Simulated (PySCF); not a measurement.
Isomers of C9H16, from PBE0-D3(BJ)/def2-SVP geometry optimisation, gas phase (PySCF). One conformer each, no zero-point energy, no frequencies.

Task: Which is lowest in electronic energy at this level?
A. `[CH3:1][CH2:2][C@@H:3]1[CH2:4][CH2:5][C:6]12[CH2:7][CH2:8][CH2:9]2` with C1–C2–C3–C4 -68°: A = 2822, B = 1117, C = 953.1 MHz, dipole 0.12 D
B. `[CH3:1][C:2]#[C:3][CH2:4][CH2:5][C:6]([CH3:7])([CH3:8])[CH3:9]` with C3–C4–C5–C6 180°: A = 3750, B = 586.0, C = 576.1 MHz, dipole 0.14 D
C. `[CH2:1]=[C:2]([CH3:3])[C:4](=[CH2:5])[C:6]([CH3:7])([CH3:8])[CH3:9]` with C1–C2–C4–C5 97°: A = 2214, B = 1214, C = 1158 MHz, dipole 0.46 D
D. `[CH3:1][CH2:2][CH2:3][C@@H:4]1[CH2:5][CH:6]=[CH:7][CH2:8][CH2:9]1` with C1–C2–C3–C4 -176°, C2–C3–C4–C5 -60°, C3–C4–C5–C6 -168°, C4–C5–C6–C7 13°, C6–C7–C8–C9 15°, C7–C8–C9–C4 -46°: A = 3953, B = 800.0, C = 698.7 MHz, dipole 0.26 D

Result: D. That is `CCC[C@@H]1CC=CCC1`, 22.7 kcal/mol below the next.

| SMILES | mapped SMILES | E (Eh) | relative (kcal/mol) | relative (kJ/mol) | dipole (D) |
| --- | --- | --- | --- | --- | --- |
| CCC[C@@H]1CC=CCC1 | [CH3:1][CH2:2][CH2:3][C@@H:4]1[CH2:5][CH:6]=[CH:7][CH2:8][CH2:9]1 | -351.92885 | 0.0 | 0.0 | 0.26 |
| CC[C@@H]1CCC12CCC2 | [CH3:1][CH2:2][C@@H:3]1[CH2:4][CH2:5][C:6]12[CH2:7][CH2:8][CH2:9]2 | -351.89275 | 22.7 | 94.8 | 0.12 |
| C=C(C)C(=C)C(C)(C)C | [CH2:1]=[C:2]([CH3:3])[C:4](=[CH2:5])[C:6]([CH3:7])([CH3:8])[CH3:9] | -351.88704 | 26.2 | 109.8 | 0.46 |
| CC#CCCC(C)(C)C | [CH3:1][C:2]#[C:3][CH2:4][CH2:5][C:6]([CH3:7])([CH3:8])[CH3:9] | -351.87371 | 34.6 | 144.8 | 0.14 |

As drawn, the lowest has a C=C bond outside aromatic rings, which the highest lacks; the highest has a C≡C bond and a quaternary carbon, which the lowest lacks.
